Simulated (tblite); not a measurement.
Species: C3H14OSi3.
Structure used (GFN2-xTB), in Å, numbered top down from 1:
```xyz
21
C3H14OSi3 angstrom
C     -1.6341   -1.7386   -0.1419
C     -1.6857   -0.2144   -0.1824
C     -2.3639    0.3593    1.0573
O     -0.3756    0.2842   -0.2457
Si     0.4350    0.9206   -1.4968
Si     2.4568    1.1834   -0.4436
Si     2.8173   -0.1764    1.3985
H     -2.6393   -2.1507   -0.1257
H     -1.0987   -2.0645    0.7468
H     -1.1106   -2.1126   -1.0186
H     -2.2398    0.1032   -1.0764
H     -3.3745   -0.0292    1.1482
H     -2.4052    1.4438    0.9895
H     -1.7939    0.0884    1.9428
H     -0.2747    2.1114   -1.9981
H      0.4038    0.0069   -2.6543
H      2.6591    2.5961   -0.0716
H      3.5210    0.9752   -1.4435
H      3.8850    0.2792    2.2977
H      3.1845   -1.5460    1.0167
H      1.6244   -0.3021    2.2415
```

Computed with GFN2-xTB (tblite): harmonic, unscaled wavenumbers at the GFN2-xTB geometry, gas phase. This tight-binding method is rough: wavenumbers can miss measured ones by several per cent, in bad cases by 10 to 20. Modes of hydrogen on silicon can be 10 to 20 % off. One conformer, not necessarily the lowest. The optimisation stopped once no atom felt more than 0.01 eV/Å.

Lowest wavenumbers of the output (negative numbers stand for imaginary wavenumbers):
```
mode    cm-1
  1     -24.6
  2     -15.0
  3      27.8
  4      46.7
  5      56.4
  6     126.4
  7     183.5
  8     197.2
  9     231.9
 10     322.3
 11     335.4
 12     383.1
 13     405.2
 14     416.8
 15     443.1
```

Question: Is this structure a minimum?

Answer: Not by this Hessian. 1 mode is imaginary beyond 20i (25i cm⁻¹), and 1 more slightly so (15.0i). The curvature is small, so loose convergence or finite differences may be the whole cause.

Question: Which atoms move in the imaginary modes?

Answer: 25i: Si5 (oxygen-bound silicon) 19 %, C1 (methyl carbon) 14 %; 15i: C3 (methyl carbon) 17 %, H20 (Si–H hydrogen) 16 %, H21 (Si–H hydrogen) 16 %, Si7 (SiH3 silicon) 14 %. These are shares of the mass-weighted motion.

Question: What is the remedy?

Answer: Step along such a mode in both directions, optimise again with tighter thresholds and repeat the frequencies. The zero-point energy of this point (96.0 kcal/mol) counts the 55 real modes alone, and thermal corrections from it aren't those of a minimum.
